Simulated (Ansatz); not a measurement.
One change: `BC1=CC1` becomes `C1=CC1`.

Ansatz, PBE0-D4/def2-TZVP geometries, multiplicity 1. 

```csv
property,`BC1=CC1`
HOMO–LUMO gap (PBE0/def2-TZVPP) / eV,7.77
LUMO energy (ωB97M-V/def2-TZVPP) / eV,2.06
size of the dipole moment (PBE/def2-TZVPP) / D,2.19
zero-point energy (PBE0-D4/def2-TZVP) / kJ/mol,179.5
size of the dipole moment (B3LYP/def2-TZVPP) / D,2.19
"ideal-gas entropy at 298 K and 1 bar (rigid rotor, harmonic PBE0-D4/def2-TZVP) / J/(mol·K)",274
```

(1) What does the change do to each property? (An estimate is asked.)

Answers

(1) Computed: 
| property | `C1=CC1` | shift |
| --- | --- | --- |
| HOMO–LUMO gap (PBE0/def2-TZVPP) / eV | 7.35 | -0.42 |
| LUMO energy (ωB97M-V/def2-TZVPP) / eV | 2.27 | 0.21 |
| size of the dipole moment (PBE/def2-TZVPP) / D | 0.49 | -1.70 |
| zero-point energy (PBE0-D4/def2-TZVP) / kJ/mol | 147.8 | -31.7 |
| size of the dipole moment (B3LYP/def2-TZVPP) / D | 0.48 | -1.71 |
| ideal-gas entropy at 298 K and 1 bar (rigid rotor, harmonic PBE0-D4/def2-TZVP) / J/(mol·K) | 242 | -32 |

With PBE0 the HOMO rises by 0.60 eV and the LUMO rises by 0.17 eV, so the gap narrows by about 0.43 eV. PBE moves the HOMO by 0.56 eV and ωB97M-V by 0.57 eV. The zero-point energy changes by -31.7 kJ/mol with -6 modes. Dipoles are sizes alone; their direction can turn.

B3LYP here is the variant with VWN-RPA as its local correlation; programs differ in this.
